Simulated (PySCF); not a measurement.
Screening by computed properties: pick the candidate that meets the target.

Species are written as SMILES; each is one conformer at its optimised geometry, gas phase, non-relativistic unless stated. Electronic properties by PySCF.

Dipoles, sizes and rotational constants follow the conformer. The torsions of the flexible species, by atom-mapped SMILES:
- `[PH2:1][BH:2][O:3][GeH3:4]`: P1–B2–O3–Ge4 -3°, H–P1–B2–O3 141°, H–P1–B2–O3 44°
- `[CH3:1][S+:2]([CH3:3])[GaH2-:4][CH2:5][Cl:6]`: C1–S2–Ga4–C5 -1°, S2–Ga4–C5–Cl6 179°

Task: Wanted: HOMO–LUMO gap above 6.3 eV (PBE0/def2-SVPD) and static isotropic polarisability above 100 au (PBE0/def2-SVPD), at PBE0-D3(BJ)/def2-SVP geometries. Which candidate meets both?
A. `[OH2]->[Ga]([F])([F])[F]`
B. `C[S+](C)[GaH2-][CH2]Cl`
C. `PB[O][GeH3]`
D. `CCB([SiH3])CC`

Result: B. Computed values:
```
                 species  HOMO–LUMO gap  static isotropic polarisability
           CCB([SiH3])CC        6.06 eV                          95.1 au
             PB[O][GeH3]        6.55 eV                          76.0 au
  C[S+](C)[GaH2-][CH2]Cl        6.67 eV                         107.6 au
[OH2]->[Ga]([F])([F])[F]        9.53 eV                          31.6 au
```

Task: Wanted: lowest singlet excitation between 5 eV and 7 eV (TDDFT PBE0/def2-SVPD) and lowest triplet excitation (Tamm–Dancoff) above 4.7 eV (TDA PBE0/def2-SVPD), at PBE0-D3(BJ)/def2-SVP geometries. Which candidate meets both?
A. `C[S+](C)[GaH2-][CH2]Cl`
B. `[OH2]->[Ga]([F])([F])[F]`
C. `PB[O][GeH3]`
D. `CCB([SiH3])CC`

Result: A. Computed values:
```csv
species,lowest singlet excitation,lowest triplet excitation (Tamm–Dancoff)
CCB([SiH3])CC,4.47 eV,3.67 eV
PB[O][GeH3],5.22 eV,4.35 eV
C[S+](C)[GaH2-][CH2]Cl,5.61 eV,5.12 eV
[OH2]->[Ga]([F])([F])[F],8.05 eV,7.74 eV
```
